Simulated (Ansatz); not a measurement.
Species: sum formula HSO3 (charge -1, singlet). It need not be the lowest isomer of its formula. 
Coordinates optimised at B3LYP-D3(BJ)/def2-TZVP (Ansatz, a first-principles code):
```
S
O 1 1.4816
O 1 1.4917 2 111.71
O 1 1.7626 2 103.15 3 -106.10
H 4 0.9698 1 100.97 2 86.51
```
Charge -1, spin multiplicity 1.

Quantity: vertical triplet-singlet gap (E(triplet) - E(singlet); each state is the SCF solution reached for its spin; for the triplet the Hartree-Fock reference is unstable and T1 is 0.039), in eV. Correlated levels leave the core frozen unless marked. Open shells are spin-unrestricted. No spin-orbit coupling. Non-relativistic. Anions need diffuse functions: aug- sets have them; def2-D sets add few. 

```
level                   program  vertical triplet-singlet gap (eV)
----------------------  -------  ---------------------------------
RI-HF/aug-cc-pV(Q+d)Z    Ansatz                               3.93
SVWN5/def2-TZVPD         Ansatz                               4.22
PBE/def2-TZVPD           Ansatz                               4.04
BHLYP/def2-TZVPD         Ansatz                               4.70
CAM-B3LYP/def2-TZVPD     Ansatz                               4.66
wB97M-V/def2-TZVPD       Ansatz                               4.83
wB97X-V/def2-TZVPD       Ansatz                               4.82
RI-MP2/aug-cc-pV(Q+d)Z   Ansatz                               5.48
CCSD/aug-cc-pV(D+d)Z     Ansatz                               4.64
```
